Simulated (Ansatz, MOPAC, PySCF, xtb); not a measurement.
Noncovalent pair: HF (SMILES F) (first 2 atoms) with HBr (SMILES Br); geometry from B3LYP-D3(BJ)/def2-TZVP, rigid monomers moved along the line of their centres of mass till F1···H4 is 3.73 Å.
(charge 0, multiplicity 1):
```xyz
4

F     -0.36219     0.13537     0.36942
H     -0.22032    -0.77429     0.26520
Br     0.10630     1.31864     5.34385
H     -0.06558     1.20718     3.92865
```

```tsv
level	interaction energy (kcal/mol)	minus CCSD(T)/CBS(aug-cc-pVTZ, aug-cc-pVQZ)	cost
AM1	-0.41	0.21	-
PM3	-0.29	0.32	-
PM6	-0.34	0.28	-
PM7	-0.55	0.06	-
GFN1-xTB	-0.32	0.30	-
GFN2-xTB	-1.13	-0.51	-
HF/3-21G (no counterpoise)	-0.61	0.01	-
HF/6-31G*	-0.62	0.00	-
HF/6-31G* (no counterpoise)	-0.66	-0.04	-
HF/aug-cc-pVDZ	-0.60	0.02	-
HF/aug-cc-pVTZ	-0.58	0.04	-
HF/aug-cc-pVQZ	-0.58	0.04	-
PBE/def2-TZVPPD	-0.57	0.05	×1
PBE-D3(BJ)/def2-TZVPPD	-0.63	-0.02	×1
PBE-D4/def2-TZVPPD	-0.63	-0.01	×1
BP86/6-31G* (no counterpoise)	-0.60	0.02	-
r2SCAN-D3(BJ)/def2-TZVPPD	-0.61	0.00	×2
r2SCAN-D4/def2-TZVPPD	-0.61	0.01	×2
B3LYP/3-21G (no counterpoise)	-0.55	0.07	-
B3LYP/6-31G*	-0.56	0.06	-
B3LYP/def2-TZVPPD	-0.48	0.14	×1
B3LYP-D4/def2-TZVPPD	-0.56	0.06	×1
PBE0-D3(BJ)/def2-TZVPPD	-0.64	-0.02	×1
PBE0-D4/def2-TZVPPD	-0.64	-0.02	×1
M06-2X/6-31G* (no counterpoise)	-0.70	-0.08	-
wB97X-V/def2-TZVPPD	-0.61	0.01	×3
wB97M-V/def2-TZVPPD	-0.61	0.01	×3
MP2/6-31G*	-0.66	-0.04	-
MP2/6-31G* (no counterpoise)	-0.71	-0.10	-
MP2/aug-cc-pVDZ	-0.61	0.01	-
MP2/aug-cc-pVTZ	-0.61	0.01	-
MP2/aug-cc-pVQZ	-0.62	0.00	-
MP2/CBS(aug-cc-pVTZ, aug-cc-pVQZ)	-0.63	-0.01	-
CCSD/aug-cc-pVDZ	-0.59	0.03	-
CCSD/aug-cc-pVTZ	-0.59	0.03	-
CCSD/aug-cc-pVQZ	-0.60	0.02	-
CCSD(T)/aug-cc-pVDZ	-0.59	0.03	×2
CCSD(T)/aug-cc-pVTZ	-0.59	0.02	×10
CCSD(T)/aug-cc-pVQZ	-0.61	0.01	×70*
CCSD(T)/CBS(aug-cc-pVTZ, aug-cc-pVQZ)	-0.62	0.00	×80*
```

 The comparison column counts from a level with limits of its own.

The rows run from -1.13 (GFN2-xTB) to -0.29 kcal/mol (PM3). In aug-cc-pVQZ the value moves HF -0.58, MP2 -0.62, CCSD -0.60, CCSD(T) -0.61, a shift of -0.03 from HF to CCSD(T). From aug-cc-pVDZ to aug-cc-pVQZ CCSD(T) changes by -0.02. The dispersion term adds -0.07 in PBE-D3(BJ), -0.07 in PBE-D4, -0.09 in B3LYP-D4. The 4 functionals in def2-TZVPPD without D3 or D4 span 0.13, from wB97X-V to B3LYP.

Monomers are frozen at their geometry in the pair; levels with a basis set take the counterpoise correction. Rows marked so take none.

Correlated levels freeze the cores. Filled d and f shells under p-block atoms count as core. CBS(a, b) extrapolates the correlation energy as X⁻³ and adds the Hartree–Fock energy of set b. Rows in 3-21G, 6-31G* carry no dispersion term and start afresh at each structure (6-31G* with six Cartesian d functions); the Pople sets are all-electron and without relativity. MP2/6-31G* freezes PySCF's default core, which leaves 3d correlated. The state that AM1, PM3, PM6, PM7 reach isn't checked; PM7 holds dispersion and hydrogen-bond terms.

Programs: Ansatz (a program for electronic structure); MOPAC for AM1, PM3, PM6, PM7 (differences of heats of formation); PySCF for 3-21G rows, 6-31G* rows, the dispersion terms; xtb for the GFN methods. Each number belongs to the level named beside it.

Costs are rough ratios of core time to PBE/def2-TZVPPD (about 3 s over the structures, on one shared machine); a dash marks a level with no comparable run of its own. A star marks coupled-cluster runs past 200 virtual orbitals, where the program's memory plan changes under this machine's limit, so their costs aren't comparable with smaller runs.
